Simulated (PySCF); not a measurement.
PySCF input for Ga(H)2(NMe2) (C2H8GaN), SMILES C[N](C)[GaH2], IEF-PCM-M06-2X/def2-SVP. Geometry optimised at ωB97X-D3(BJ)/def2-SVP. The structure was generated by enumeration; whether it is a known compound was not checked.

```python
import numpy as np
from pyscf import gto, scf, dft
from pyscf.solvent import pcm

mol = gto.M(
    atom='''
    Ga    0.00000000    0.00000000    1.03000184
    H    -0.00000000    1.39771941    1.72749802
    H    -0.00000001   -1.39771940    1.72749803
    N     0.00000000   -0.00000000   -0.78914800
    C     0.00000000   -1.20946680   -1.58486737
    C     0.00000000    1.20946680   -1.58486738
    H    -0.89104538   -1.26808175   -2.24145765
    H     0.89104537   -1.26808176   -2.24145766
    H    -0.00000000   -2.10067244   -0.93838891
    H     0.89104537    1.26808174   -2.24145766
    H    -0.89104538    1.26808175   -2.24145767
    H    -0.00000000    2.10067244   -0.93838892
    ''',
    basis='def2-SVP',
    charge=0,
    spin=0,
    max_memory=1600,
    verbose=3,
)
mf = dft.RKS(mol, xc='m06-2x').density_fit(auxbasis='def2-universal-jkfit')
mf.grids.level = 4
mf.conv_tol = 1e-9
mf.max_cycle = 100
mf.kernel()
res = {}
for name, eps in {'water': 78.355, 'chlorobenzene': 5.6968, 'diethylether': 4.24}.items():
    s = mf.PCM()
    s.with_solvent.method, s.with_solvent.eps, s.with_solvent.lebedev_order = 'IEF-PCM', eps, 29
    s.kernel(mf.make_rdm1())
    res[name] = (s.e_tot, eps, s.dip_moment(), s.mo_energy, s.converged)
    print(f'{name}: electrostatic solvation free energy {(s.e_tot - mf.e_tot) * 627.509474:.3f} kcal/mol')
```

It prints:

```
converged SCF energy = -2060.19509186391

WARN: PCM is an experimental feature. It is still in testing.
Features and APIs may be changed in the future.

converged SCF energy = -2060.1980585772
Dipole moment(X, Y, Z, Debye):  0.00000, -0.00000, -1.03086
water: electrostatic solvation free energy -1.862 kcal/mol

WARN: PCM is an experimental feature. It is still in testing.
Features and APIs may be changed in the future.

converged SCF energy = -2060.19732117819
Dipole moment(X, Y, Z, Debye):  0.00000, -0.00000, -0.99567
chlorobenzene: electrostatic solvation free energy -1.399 kcal/mol

WARN: PCM is an experimental feature. It is still in testing.
Features and APIs may be changed in the future.

converged SCF energy = -2060.1970851235
Dipole moment(X, Y, Z, Debye):  0.00000, -0.00000, -0.98422
diethylether: electrostatic solvation free energy -1.251 kcal/mol
```

The calculation finished and met its thresholds.

Cost: about 3 core-minutes (a rough figure).
